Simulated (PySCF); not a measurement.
Ionisation of 1-vinylnaphthalene

Molecule: 1-vinylnaphthalene, `C=Cc1cccc2ccccc12` (C12H10). Atom numbers as in the mapped SMILES `[CH2:1]=[CH:2][c:3]1[cH:4][cH:5][cH:6][c:7]2[cH:8][cH:9][cH:10][cH:11][c:12]12`. These are map numbers, not IUPAC locants.

Level of theory: ωB97X-D3(BJ)/ma-def2-SVP single points in PySCF, grid level 2; every species was optimised with PBE0-D3(BJ)/def2-SVP. ωB97X-D3(BJ) is ωB97X-V with D3(BJ) in place of VV10. Zero-point and thermal terms (298.15 K, 1 bar) come from unscaled GFN2-xTB harmonic frequencies, with soft modes damped to free rotors in the entropy. These were taken at the GFN2-xTB minima.

Frontier levels of the parent: HOMO -8.21 eV, LUMO 0.33 eV.

Oxidation to the radical cation:
- Vertical ionisation energy (electronic): 7.94 eV
- Adiabatic ionisation energy (with zero-point energy): 7.73 eV
- Adiabatic, electronic part: 7.79 eV
- Vertical gap at the product's structure: 7.60 eV
- Inner reorganisation energy (four-point): 343 meV
- Relaxation of product / of parent: 155 / 188 meV
- ⟨S²⟩ of the product: 0.805
- Largest spin populations: C1 0.32, C6 0.30, C3 0.24, C8 0.16
- Largest changes of atomic charge: C1 0.13, C6 0.13, C3 0.10
- Distances that move most (Å): C3–C4 1.385 → 1.423; C2–C3 1.471 → 1.439; C4–C5 1.409 → 1.380; C5–C6 1.374 → 1.400
- Potential in dichloromethane: 6.04 V absolute (solvation -16 → -176 kJ/mol)

Solvents are IEF-PCM continua (electrostatics only, gas-phase structures); absolute potentials refer to an electron at rest in vacuum.

Measured values (NIST Chemistry WebBook, evaluated or the median of agreeing entries): vertical ionisation energy 7.93 eV (computed 7.94, difference 0.01); adiabatic ionisation energy 7.70 eV (computed 7.73, difference 0.03).

Note: ma-def2-SVP is a small basis, whose errors can reach tens of kJ/mol.
